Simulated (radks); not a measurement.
Numerical settings for neutral helium, [He]. Method: non-relativistic Kohn-Sham, BLYP, spin-polarised, spherical densities, point nucleus; computed with a radial shooting solver on a logarithmic mesh with Libxc functionals. The defaults (mesh step 0.008 in ln r, mesh end at 40 bohr or more with all orbitals vanishing there, Anderson mixing 0.5 over 9 steps, residual threshold near 1e-9 with the energy settled to 1e-9 hartree or 1e-11 of itself, here a cap of 74 iterations) give E = -2.9071 hartree and 1s at -15.915 eV in 14 iterations. Run on one thread of a shared host, so times are rough (Arm Neoverse V2): 0.04 s of CPU time, 0.04 s wall, 14 iterations on 2476 mesh points. Changes against that run (0 stands for a change within the tolerance of the run):

setting                     iterations  converged  E (mhartree)  e(1s) (meV)  CPU (s)
mesh step in ln r 0.005             14        yes             0            0     0.05
mesh step in ln r 0.05              14        yes             0            0     0.01
mesh step in ln r 0.012             14        yes             0            0     0.03
mesh end (bohr) 8                   14        yes     +0.000973       +0.184     0.03
mesh end (bohr) 3                   13        yes         +37.8    +1.79e+03     0.03
residual threshold 1e-05             9        yes             0            0     0.03
residual threshold 0.1               8        yes             0       +0.179     0.02
mixing 0.01                         21        yes             0            0     0.05
linear mixing, mixing 0.8           74         no             0            0     0.12
linear mixing, mixing 0.05          74         no      +0.00345         -258     0.17
mixing history 3                    13        yes             0            0     0.03
iteration cap 5                      5         no             0          +13     0.01

Settings that end as converged yet miss the energy by more than 1 mhartree: mesh end (bohr) 3 (+0.0378 hartree). A mesh that ends early acts as a hard wall.
